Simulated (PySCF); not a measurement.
propyne (C₃H₄), singlet, at a GFN2-xTB geometry. Base run: DF-CAMB3LYP/def2-SV(P) (PySCF).

Here is a job for PySCF.
```python
from pyscf import gto, scf, dft

mol = gto.Mole()
mol.atom = '''
    C     0.00251601   -0.00427449    0.21384286
    C    -0.01028846   -0.01351722    1.40987627
    C     0.00901665    0.01179166   -1.23156806
    H    -0.03481017   -0.01436157    2.45813969
    H    -0.01568984    1.04063331   -1.59024389
    H     0.90833899   -0.47377787   -1.60942938
    H    -0.86530420   -0.51649354   -1.61137288
'''
mol.basis = 'def2-sv(p)'
mol.verbose = 5
mol.build()

mf = dft.RKS(mol)
mf.xc = 'camb3lyp'
mf = mf.density_fit(auxbasis='def2-universal-jkfit')
mf.kernel()
```

Variants of this job, named by their change:

| change | basis functions | E (Eh) | HOMO (eV) | HOMO-LUMO gap (eV) | dipole (D) |
|---|---|---|---|---|---|
| base | 50 | -116.48260 | -8.99 | 11.89 | 0.73 |
| basis = STO-3G | 19 | -115.13521 | -7.36 | 14.11 | 0.58 |
| basis = pcseg-0 | 35 | -116.29579 | -9.12 | 12.21 | 0.68 |
| basis = 6-31G** | 62 | -116.57891 | -8.71 | 11.99 | 0.72 |
| basis = 6-31+G* | 62 | -116.58073 | -9.05 | 10.18 | 0.79 |
| basis = def2-SVP | 62 | -116.49280 | -8.98 | 11.87 | 0.77 |
| basis = 6-311G** | 78 | -116.61386 | -9.02 | 11.50 | 0.78 |
| basis = def2-SVPD | 92 | -116.49890 | -9.13 | 10.51 | 0.80 |
| basis = 6-311+G(2d,p) | 105 | -116.61845 | -9.12 | 10.06 | 0.83 |
| basis = cc-pVTZ | 146 | -116.62665 | -9.07 | 11.29 | 0.81 |
| basis = pcseg-2 | 146 | -116.63053 | -9.12 | 10.49 | 0.84 |
| basis = def2-TZVPD | 147 | -116.62846 | -9.11 | 10.00 | 0.83 |
| basis = def2-TZVPP | 149 | -116.62979 | -9.11 | 11.31 | 0.83 |

Totals compare only among sets that treat the same electrons; sets with core potentials leave the core out.
